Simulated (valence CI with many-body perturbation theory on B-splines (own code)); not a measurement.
## Energy levels of Mn3+

Method: relativistic CI+MBPT: four valence electrons over a frozen Dirac-Fock core [Ar], a basis of 7 s, 7 p, 8 d, 6 f, 4 g, 1 h functions for each j, with the one-electron correlation potential Σ1 (screened to all orders), the two-electron term Σ2, the three-electron term Σ3, Breit, model QED; selected single and double excitations, second order for the rest, scaled by the run's own slope (own B-spline code, finite nucleus).

Against 66 measured levels this calculation errs by 3123 cm⁻¹ on average and by 5064 at most. These come from a selection out of Corliss and Sugar, J. Phys. Chem. Ref. Data 6, 1253 (1977). Levels without a partner in it may be off by more, other configurations by 1,000 to 8,000 cm⁻¹. Among the levels kept, up to 290 cm⁻¹ of a level comes from second order outside the variational space, and about a tenth of that is noise between levels of different J, which matters for small intervals.

Levels 136 to 180 of 220, with energies above the lowest level, 3d⁴ ⁵D_0. "Leading %" is the weight of the configuration and term that name the level; weights of strongly mixed levels are sums over their largest components and can fall short. In the jj column 3d3/2^4 stands for four electrons in 3d with j = 3/2.

```csv
No.,Configuration,Term,J,E (cm⁻¹),Leading %,Leading jj,g
136,3d³4p,³D°,3,190737,64,3d3/2 3d5/2^2 4p3/2 (20 %),1.248
137,3d³4p,³I°,6,190926,97,3d3/2 3d5/2^2 4p1/2 (36 %),1.025
138,3d³4p,³D°,2,191074,65,3d5/2^3 4p1/2 (34 %),1.022
139,3d³4p,³D°,1,191081,66,3d3/2 3d5/2^2 4p3/2 (54 %),0.722
140,3d³4p,³F°,3,191340,52,3d5/2^3 4p3/2 (31 %),1.190
141,3d³4p,³I°,7,191595,98,3d3/2 3d5/2^2 4p3/2 (98 %),1.143
142,3d³4p,³F°,4,191730,97,3d3/2 3d5/2^2 4p3/2 (46 %),1.248
143,3d³4p,¹H°,5,192682,94,3d3/2 3d5/2^2 4p1/2 (32 %),1.006
144,3d³4p,¹G°,4,192727,93,3d3/2 3d5/2^2 4p3/2 (47 %),1.003
145,3d³4p,³D°,1,192845,93,3d3/2^3 4p3/2 (22 %),0.526
146,3d³4p,³D°,2,193326,95,3d3/2 3d5/2^2 4p3/2 (41 %),1.169
147,3d³4p,³D°,3,193656,85,3d5/2^3 4p3/2 (30 %),1.292
148,3d³4p,¹I°,6,194266,96,3d3/2 3d5/2^2 4p3/2 (46 %),1.002
149,3d³4p,³P°,2,194390,95,3d3/2 3d5/2^2 4p3/2 (27 %),1.492
150,3d³4p,³P°,1,194513,91,3d3/2 3d5/2^2 4p3/2 (21 %),1.497
151,3d³4p,¹F°,3,194590,47,3d3/2^2 3d5/2 4p3/2 (38 %),0.928
152,3d³4p,³P°,0,194734,97,3d5/2^3 4p3/2 (31 %),
153,3d³4p,³G°,5,194746,94,3d3/2 3d5/2^2 4p3/2 (55 %),1.193
154,3d³4p,³G°,4,194873,93,3d3/2 3d5/2^2 4p3/2 (67 %),1.048
155,3d³4p,³G°,3,195034,56,3d3/2 3d5/2^2 4p3/2 (40 %),0.869
156,3d³4p,³S°,1,196950,88,3d3/2 3d5/2^2 4p3/2 (39 %),1.935
157,3d³4p,¹P°,1,198238,88,3d5/2^3 4p3/2 (46 %),1.046
158,3d³4p,¹D°,2,198567,96,3d3/2 3d5/2^2 4p3/2 (36 %),1.004
159,3d³4p,³F°,2,204911,96,3d3/2 3d5/2^2 4p1/2 (30 %),0.673
160,3d³4p,³F°,3,204958,95,3d3/2 3d5/2^2 4p1/2 (31 %),1.078
161,3d³4p,³F°,4,205083,95,3d3/2 3d5/2^2 4p3/2 (43 %),1.244
162,3d³4p,³G°,3,207784,95,3d3/2 3d5/2^2 4p1/2 (36 %),0.760
163,3d³4p,³G°,4,208037,93,3d3/2 3d5/2^2 4p3/2 (38 %),1.055
164,3d³4p,³G°,5,208335,98,3d3/2 3d5/2^2 4p3/2 (68 %),1.200
165,3d³4p,³D°,3,208968,95,3d3/2 3d5/2^2 4p1/2 (35 %),1.325
166,3d³4p,¹D°,2,209204,94,3d3/2 3d5/2^2 4p3/2 (37 %),0.998
167,3d³4p,³D°,2,209557,95,3d3/2 3d5/2^2 4p3/2 (55 %),1.161
168,3d³4p,³D°,1,209898,98,3d3/2 3d5/2^2 4p3/2 (48 %),0.499
169,3d³4p,¹G°,4,211321,95,3d3/2 3d5/2^2 4p3/2 (48 %),1.001
170,3d³4p,¹F°,3,212021,95,3d3/2 3d5/2^2 4p3/2 (49 %),1.003
171,3d³4p,³D°,1,227337,97,3d3/2 3d5/2^2 4p1/2 (46 %),0.504
172,3d³4p,³D°,2,227401,95,3d3/2 3d5/2^2 4p3/2 (37 %),1.165
173,3d³4p,³D°,3,227600,96,3d3/2^2 3d5/2 4p3/2 (31 %),1.328
174,3d³4p,¹D°,2,229163,89,3d3/2 3d5/2^2 4p1/2 (43 %),0.970
175,3d³4p,³F°,2,230478,88,3d3/2 3d5/2^2 4p1/2 (41 %),0.700
176,3d³4p,³F°,3,230551,93,3d3/2 3d5/2^2 4p3/2 (36 %),1.085
177,3d³4p,³F°,4,230966,98,3d3/2^2 3d5/2 4p3/2 (56 %),1.250
178,3d³4p,³P°,2,233292,97,3d3/2^2 3d5/2 4p3/2 (26 %),1.496
179,3d³4p,³P°,1,233802,97,3d3/2 3d5/2^2 4p3/2 (56 %),1.495
180,3d³4p,¹F°,3,233894,94,3d3/2 3d5/2^2 4p3/2 (50 %),1.003
```

Names give the largest LS component (configuration and term), which can be under half, so a name can repeat, a term be missing and a line seem to break the LS rules; names also repeat where a configuration has a term twice.

Where two levels of one J and parity lie close, their mixing, g and order are uncertain.
